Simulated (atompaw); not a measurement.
PBEsol PAW (atompaw) dataset for cerium (Ce), scalar-relativistic all-electron reference.

| Quantity | Value |
| --- | --- |
| Element | Ce (Z = 58) |
| Generator | atompaw 4.2.0.5 |
| Type | PAW |
| Functional | PBEsol |
| Relativity | scalar-relativistic |
| Frozen core | [Kr] 4d10 |
| Valence charge | 12 |
| Reference configuration | 4f1 5s2 5p6 5d1 6s0 6p0 (charge +2) |
| Partial waves | 5s (bound): rc 2.25 bohr; 6s (bound, empty): rc 2.55 bohr; 5p (bound): rc 2.35 bohr; 6p (bound, empty): rc 2.55 bohr; 5d (bound): rc 2.55 bohr; 5d channel at 1.6 Ry: rc 2.55 bohr; 4f (bound): rc 1.60 bohr; 4f channel at 0.5 Ry: rc 1.60 bohr |
| Local potential | bessel scheme, radius 2.45 bohr |
| Core correction | smooth core density matched at 1.50 bohr |
| Augmentation charge | besselshape compensation charge, radius 2.35 bohr; PAW radius 2.55 bohr; waves and projectors: custom polynom vanderbiltortho |

All-electron outer shells of the reference configuration (PBEsol, scalar-relativistic, ld1.x):

```json
{"shell": "4p", "level (eV)": "-223.68", "outermost node (bohr)": "0.33", "outermost maximum (bohr)": "0.62"}
{"shell": "4d", "level (eV)": "-123.26", "outermost node (bohr)": "0.31", "outermost maximum (bohr)": "0.66"}
{"shell": "5s", "level (eV)": "-53.40", "outermost node (bohr)": "0.75", "outermost maximum (bohr)": "1.37"}
{"shell": "5p", "level (eV)": "-35.94", "outermost node (bohr)": "0.81", "outermost maximum (bohr)": "1.55"}
{"shell": "4f", "level (eV)": "-18.22", "outermost node (bohr)": "–", "outermost maximum (bohr)": "0.71"}
{"shell": "5d", "level (eV)": "-14.82", "outermost node (bohr)": "0.92", "outermost maximum (bohr)": "2.10"}
{"shell": "6s", "level (eV)": "-13.62", "outermost node (bohr)": "1.79", "outermost maximum (bohr)": "3.37"}
{"shell": "6p", "level (eV)": "-9.91", "outermost node (bohr)": "2.08", "outermost maximum (bohr)": "4.06"}
```

What the tests gave:

| Item | Value |
| --- | --- |
| Cutoffs needed | 45 Ry and 80 Ry (the cutoffs (Ry, on a coarse ladder) from which the occupation-weighted sum of valence levels, in a spherical-Bessel basis at the reference potential, stays within 10 and 1 mRy of its value at 400 Ry) |
| Ghost test | no extra level below or beside the all-electron valence levels (s, p, d, f tested) (spherical-Bessel basis up to 400 Ry, 20 bohr box) |
| Lowest eigenvalue of the overlap operator | 0.44 (s channel) |
| Overlap eigenvalues printed by atompaw (projector basis) | 0.344, 0.656, 0.988, 2.9, 20.3, 22.6, 61.2, 120 |
| Share of each valence orbital outside the PAW sphere | 5s 3 %, 6s 86 %, 5p 9 %, 6p 93 %, 5d 43 %, 4f 3 % |

Generation and tests took about 6.5 s on one core of a shared server CPU.
